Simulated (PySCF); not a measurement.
TeClBr, SMILES Cl[Te]Br. Geometry optimised at PBE0-D3(BJ)/def2-TZVP. The def2 effective core potentials stand for the cores of Te; spin–orbit coupling is left out.

### Question
Give the equilibrium geometry at PBE0-D3(BJ)/def2-TZVP (PySCF confirms it by a frequency run) as Cartesian coordinates in Å, and its point group. (The exact figures need the calculation; the answer reports its results.)

### Answer
point group Cs.
```xyz
3

Te     0.6552    -0.5488     0.0000
Cl    -1.2747    -1.8416     0.0000
Br    -0.3544     1.7098     0.0000
```
